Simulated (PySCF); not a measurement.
One of the candidates below gave these computed data.

All candidates are C2H9NSi.

* 13C NMR: chemical shifts (computed TMS as zero) by class: 41.5 (2 C) ppm [GIAO B3LYP/pcSseg-1]
* UV, first state: lowest singlet excitation: 5.82 eV (213 nm, f = 0.009) [TDDFT wB97X-D/def2-SVPD]
* UV, strongest line: among the 10 lowest singlet transitions: S7 at 8.15 eV (152 nm, f = 0.091) [TDDFT wB97X-D/def2-SVPD]
* 1H NMR: chemical shifts (computed TMS as zero) by class: 4.51 (3 H), 2.50 (6 H) ppm [GIAO B3LYP/pcSseg-1]
* Polarisability: 62.8 au [wB97X-D/def2-SVPD]
* Rotational structure: rotational constants A, B, C: 8.412, 4.411, 3.124 GHz [PBE0-D3(BJ)/def2-SVP]
* XPS: Si2p3/2 106.8, C1s 291.5 (×2), N1s 404.3, Si1s 1846.6 eV [ΔSCF SCAN, pcX-2 on the ionised atom, pcseg-1 elsewhere, spin-free X2C, 2p3/2 from a spin–orbit splitting computed afterwards within the 2p shell]
* NMR, other nuclei: isotropic shieldings of nuclei other than C and H, by class: 250 (1 N), 385 (1 Si) ppm [GIAO B3LYP/pcSseg-1]

Gas-phase values; electronic properties from PySCF, density fitting. Levels stand in brackets. Geometry: PBE0-D3(BJ)/def2-SVP; no solvent, vibrations or thermal averaging. NMR classes are plain means over equivalent atoms (diastereotopic ones count apart unless rotation or inversion swaps them), as if these changed places fast.

**Question.** Which candidate is it?
A. `[H][Si]([H])([H])N(C)C`
B. `CCN[SiH3]`
C. `[H][Si]([H])(C)NC`

**Answer.** A. It is `[H][Si]([H])([H])N(C)C`. 2 carbons fall into 1 class: carbon bonded to N and 3 H (41.5 ppm, 2 C). Hydrogen classes from least to most shielded: 3 H on a silicon bonded to N and 3 H (4.51 ppm), 6 H on 2 like atoms (carbon bonded to N and 3 H) (2.50 ppm). The other shieldings belong to: 250 ppm, nitrogen bonded to 2 C and Si; 385 ppm, silicon bonded to N and 3 H. The core levels belong to: Si2p3/2 106.8 eV, silicon bonded to N and 3 H; C1s 291.5 eV, carbon bonded to N and 3 H; N1s 404.3 eV, nitrogen bonded to 2 C and Si; Si1s 1846.6 eV, silicon bonded to N and 3 H. The optimised geometry has point group Cs and is an asymmetric top.

The others, at the same levels:
- `[H][Si]([H])(C)NC` fails: its computed core binding energies are Si2p3/2 106.5, C1s 290.2, C1s 291.6, N1s 404.3, Si1s 1846.4 eV, lowest singlet excitation is 6.22 eV (199 nm, f = 0.002) (against 5.82 eV) and rotational constant A is 16.000 GHz (against 8.412 GHz).
- `CCN[SiH3]` fails: its computed core binding energies are Si2p3/2 106.8, C1s 290.6, C1s 291.6, N1s 404.4, Si1s 1846.7 eV, rotational constant A is 21.089 GHz (against 8.412 GHz) and smallest rotational constant is 2.361 GHz (against 3.124 GHz).

Each candidate is one conformer, not necessarily the lowest. Dipoles, sizes and rotational constants follow the conformer. The torsions of the flexible species, by atom-mapped SMILES:
- `[CH3:1][CH2:2][NH:3][SiH3:4]`: C1–C2–N3–Si4 -148°
